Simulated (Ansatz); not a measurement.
Geometry optimisation, UKS B3LYP-D4/def2-SVP in Ansatz.

Input file:

```yaml
crystal:
  periodic: [false, false, false]
  atoms:
    - { symbol: Cl, position_ang: [0.218916, -0.072505, 0.051569] }
    - { symbol: Ge, position_ang: [2.190373, -0.407616, 0.988343] }
    - { symbol: C, position_ang: [-2.564848, 0.480249, -1.153125] }
    - { symbol: H, position_ang: [1.994294, -0.337141, 2.511256] }
    - { symbol: H, position_ang: [3.132241, 0.701384, 0.492392] }
    - { symbol: H, position_ang: [2.681428, -1.796891, 0.550479] }
    - { symbol: H, position_ang: [-2.089555, 0.770325, -2.090271] }
    - { symbol: H, position_ang: [-2.733288, 1.224564, -0.374683] }
    - { symbol: H, position_ang: [-2.829561, -0.562371, -0.97606] }
magnetization:
  spin_polarized: true
  initial_magnetization: 1
basis:
  gaussian: { orbitals: def2-SVP }
hamiltonian:
  xc: b3lyp
  dispersion: d4
relax:
  f_tol: 0.03
  max_steps: 50
```

Run as:

```bash
$ ansatz run input.yaml --threads 2 --pin off --max-ram 3072MiB --backend cpu --events-out ev --progress --plain --runs-dir out
```

Problem. Where does it end, and by what steps?

Solution. The forces met the threshold. The force dipped under the threshold on the way, but the program's further checks kept it going. After 8 steps the energy has fallen by 0.017 eV; C3 moved furthest, 0.14 Å.

```csv
step,energy less start (eV),largest force component (eV/Å),accepted
0,0.0000,0.405,yes
1,0.0309,0.657,no
2,-0.0150,0.057,yes
3,-0.0148,0.178,no
4,-0.0159,0.053,yes
5,-0.0171,0.028,yes
6,-0.0135,0.135,no
7,-0.0166,0.054,no
8,-0.0174,0.020,yes
```

```xyz
9
Properties=species:S:1:pos:R:3
Cl 0.330 -0.092 0.104
Ge 2.277 -0.424 1.028
C -2.691 0.504 -1.210
H 2.086 -0.354 2.553
H 3.222 0.684 0.533
H 2.770 -1.814 0.591
H -2.208 0.793 -2.145
H -2.840 1.244 -0.423
H -2.946 -0.542 -1.030
```

Whether the end is a true minimum wasn't checked by a vibrational analysis.

Run time: 35 s on 2 threads of Arm Neoverse V2, with other jobs on the host, peak memory 0.27 GiB.
